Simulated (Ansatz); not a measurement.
Reaction (formal exchange of groups at a B–Sn bond): `[BH2][SnH]([OH])[F]` + `O[SiH2]F` → `B[SiH](O)F` + `[OH][SnH2][F]`

Gas-phase electronic energies from Ansatz, PBE0-D4/def2-TZVP geometries. CCSD(T)/CBS is the MP2 limit (def2-TZVPP, def2-QZVPP) plus CCSD(T) − MP2 in def2-TZVPP, frozen cores. Functionals use def2-TZVPP. def2 core potentials past Kr. For Sn outer-core shells are correlated without core-valence functions, which leaves a few kJ/mol of doubt a bond. Each species was taken in one conformer, which may not be the lowest.

Is it downhill or uphill in electronic energy at CCSD(T)/CBS, and by how much? (Estimate.)

The calculation gave: Uphill: ΔE = +6.9 kcal/mol.

What do these levels give: PBE-D4, B97M-V, B2PLYP, r2SCANh, CAM-B3LYP, HF/def2-QZVPP? (An estimate is asked.)

Computed: PBE-D4 4.6, B97M-V 3.1, B2PLYP 6.5, r2SCANh 5.6, CAM-B3LYP 5.6, HF/def2-QZVPP 6.7 kcal/mol.

What do rigid-rotor, harmonic-oscillator terms from PBE0-D4/def2-TZVP frequencies (298.15 K, 1 bar) make of the CCSD(T)/CBS value? (Best estimate.)

The calculation gave: ΔZPE = -0.6 kcal/mol, ΔH = +6.2 kcal/mol, ΔS = -5 J/(mol·K), ΔG = +6.5 kcal/mol.

Largest T1 diagnostic among the species: 0.014.

At CCSD(T), def2-SVP lies −1.1 kcal/mol from the extrapolated value and def2-TZVPP −0.5 kcal/mol. Leaving LDA and LC-ωPBE aside and taking each functional with its dispersion term where it has one, the values spread over 3.5 kcal/mol, from B97M-V to B2PLYP.
